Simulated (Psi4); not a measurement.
Here is a job for Psi4.
```
memory 2 GB

molecule {
0 1
Si   -0.00000000   -0.00000000   -0.54858264
O     0.00000000    0.00000000    0.96001962
}

set {
  basis def2-tzvpd
}

energy('b3lyp')
print_variables()
```

Problem. What is the computed nuclear repulsion energy (B3LYP/def2-TZVPD (Psi4))?

Solution. 39.2866 Eh

Problem. Predict the total energy from B3LYP/def2-TZVPD.

Solution. -364.787760 Ha

Problem. What number of basis functions does B3LYP/def2-TZVPD give?

Solution. 83

Problem. Estimate the dipole moment that B3LYP/def2-TZVPD returns for this input.

Solution. 3.19 D
